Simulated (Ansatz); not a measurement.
`[Br][Ga]([Br])[Br]` + dimethylamine → `C[N](C)[Ga]([Br])[Br]` + HBr at 700 K and 1 bar (ligand exchange at a Ga–Br bond).

Computed with Ansatz on PBE0-D4/def2-TZVP structures; ΔE is electronic, products minus reactants. CCSD(T)/CBS is the MP2 limit (def2-TZVPP, def2-QZVPP) plus CCSD(T) − MP2 in def2-TZVPP, frozen cores. For Br, Ga outer-core shells are correlated without core-valence functions, which leaves a few kJ/mol of doubt a bond. Scalar relativity is left out up to krypton. Each species was taken in one conformer, which may not be the lowest.

| species | CCSD(T)/CBS energy (Eh) | H − E (kJ/mol) | S (J/(mol·K)) |
| --- | --- | --- | --- |
| `[Br][Ga]([Br])[Br]` | -9644.06608 | 58.9 | 429.4 |
| `CNC` | -135.00321 | 296.9 | 352.4 |
| `C[N](C)[Ga]([Br])[Br]` | -7205.12527 | 313.4 | 553.9 |
| HBr | -2573.91920 | 36.5 | 223.7 |

H − E and S are ideal-gas, rigid-rotor, harmonic terms from PBE0-D4/def2-TZVP, for one conformer and one mirror image of each species. 1 Eh = 2625.50 kJ/mol, R = 8.31446 J/(mol·K).

By hand: ΔE, ΔH, ΔS and ΔG.

ΔE = (-7205.12527) + (-2573.91920) − (-9644.06608) − (-135.00321) = 0.02482 Eh = 65.2 kJ/mol. Δ(H − E) = 313.4 + 36.5 − 58.9 − 296.9 = -5.9, so ΔH = 59.3 kJ/mol. ΔS = 553.9 + 223.7 − 429.4 − 352.4 = -4.2 J/(mol·K). ΔG = 59.3 − 700 × (-4.2)/1000 = 62.2 kJ/mol.

By hand: the equilibrium constant, and the temperature at which ΔG would vanish if ΔH and ΔS stayed fixed.

log₁₀ K = −ΔG/(RT ln 10) = -4.6. ΔH and −TΔS have one sign here, so there is no such temperature.

The number of gas molecules stays the same, so ΔS is small and ΔH decides. A doubt of 5 kJ/mol in ΔE shifts log₁₀ K by 0.4 here. Other conformers and mirror images would add mixing entropy, several J/(mol·K) or more a flexible species. These are equilibria of isolated gas molecules and say nothing of rates. Largest T1 diagnostic: 0.011 (customary marks: 0.02 for closed shells, 0.045 for open ones).

ΔS is within the doubt of such terms, so its sign, and with it that verdict, could turn.
